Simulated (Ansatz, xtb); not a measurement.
## GeH6S2Si: 3 structures ranked

3 gas-phase structures of GeH6S2Si, from a drawn sample of its isomers (lower ones may exist). Each was relaxed with GFN2-xTB; where two conformers were screened, the lower at r2SCAN-D4/def2-SVP is listed:

A. `S[SiH2][GeH2][SH]`, a singlet
B. `S[SiH](S)[GeH3]`, a singlet
C. `[SiH3][GeH]([SH])[SH]`, a singlet

Task: Estimate their order in r2SCAN-D4/def2-SVP energy at these geometries, lowest first.

Result: Calculated order at r2SCAN-D4/def2-SVP: B (0.0), C (10.1), A (11.6) kJ/mol. Less than 1 kcal/mol parts C and A, so the order within that pair means little.

Energies above the lowest of each column, in kJ/mol; the last columns are at PBE0-D3(BJ)/def2-SVP geometries:

```
structure  GFN2-xTB  HF/STO-3G  r2SCAN-D4/def2-SVP  PBE0-D3(BJ)/def2-SVP  CCSD(T)/def2-SVP + ΔMP2/def2-TZVPP
        B      63.2        0.0                 0.0                   0.0                                 0.0
        C       0.0        8.3                10.1                  14.2                                13.7
        A      29.0        9.4                11.6                   7.6                                11.3
```

CCSD(T)/def2-SVP + ΔMP2/def2-TZVPP puts B lowest; GFN2-xTB picks C. CCSD(T)/def2-SVP + ΔMP2/def2-TZVPP orders those it was run on as B (0.0), A (11.3), C (13.7) kJ/mol. Less than 1 kcal/mol parts A and C, so the order within that pair means little. Flexible structures stand in one conformer each, not always the lowest. ΔMP2 is the change of the MP2 energy from the smaller to the larger basis.

Programs: Ansatz 0.2.0, xtb 6.7.1.
